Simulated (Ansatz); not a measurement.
A structure relaxed at PBE-D4/def2-SVP in Ansatz, charge -1, doublet:

Cartesian coordinates in Å:
```
W -1.817 0.905 -1.272
W 1.169 -1.766 1.031
W -0.374 0.840 1.028
W 1.330 0.273 -0.731
Se 0.245 -0.620 2.997
Se 1.537 2.385 0.600
Se -0.751 -1.324 -0.592
Se 3.323 -0.834 0.323
Se 1.196 -4.081 0.955
Se 0.051 1.307 -2.792
Se -3.922 0.253 -1.970
Se -1.987 2.663 0.423
```

(1) Give its formula.

(2) Summarise the bond lengths by kind (pairs closer than 1.2 times the sum of covalent radii, bridged metal pairs left out).

Answers

(1) the cluster W₄Se₈⁻.

(2) 16 × Se–W 2.31 to 2.73 Å.

In the def2 sets W takes a core potential; there is no spin–orbit coupling. Another isomer (doublet) lies 0.89 eV lower at PBE0-D4/def2-TZVP; other spin states weren't run for this one.
